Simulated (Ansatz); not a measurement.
The lowest singlet and triplet of S2 (SMILES S=S); geometries from B3LYP-D3(BJ)/def2-TZVP, each state relaxed from the structure named, with no frequency check, low spin by broken symmetry.
Singlet (charge 0, multiplicity 1):
```xyz
2

S      0.00000     0.00000    -0.95219
S      0.00000     0.00000     0.95219
```

A positive gap puts the triplet lower; no zero-point energy. R- takes a restricted singlet, here one determinant of a half-filled degenerate or near-degenerate pair, which mixes singlet states. The triplet is unrestricted in single-reference levels. Active spaces average the two states.

Cores are frozen in the correlated methods.

Programs: Ansatz (a first-principles code) with Gaussian orbitals. Each number belongs to the level named beside it.

```
level                                        gap E(singlet) − E(triplet), vertical, at the singlet's geometry (kcal/mol)
-------------------------------------------  ---------------------------------------------------------------------------
R-PBE/def2-TZVPP                                                                                                   22.75
R-r2SCAN/def2-TZVPP                                                                                                27.76
R-B3LYP/def2-TZVPP                                                                                                 22.70
R-B2PLYP/def2-TZVPP                                                                                                21.64
R-MP2/cc-pV(D+d)Z                                                                                                  21.27
R-SCS-MP2/cc-pV(T+d)Z                                                                                              15.17
SA-CASSCF(12,8)/cc-pV(D+d)Z                                                                                        14.54
SC-NEVPT2 on SA-CASSCF(12,8)/cc-pV(D+d)Z                                                                           14.34
FIC-MRCISD+Q on SA-CASSCF(12,8)/cc-pV(Q+d)Z                                                                   (withheld)
```

Question: Complete the blanks.

Answer: 
- FIC-MRCISD+Q on SA-CASSCF(12,8)/cc-pV(Q+d)Z, gap E(singlet) − E(triplet), vertical, at the singlet's geometry (kcal/mol): 12.61

Doubts at one or more of the structures used: a restricted determinant that unrestricted orbitals would lower (R-PBE/def2-TZVPP, R-r2SCAN/def2-TZVPP, R-B3LYP/def2-TZVPP, R-B2PLYP/def2-TZVPP, R-MP2/cc-pV(D+d)Z, R-SCS-MP2/cc-pV(T+d)Z).
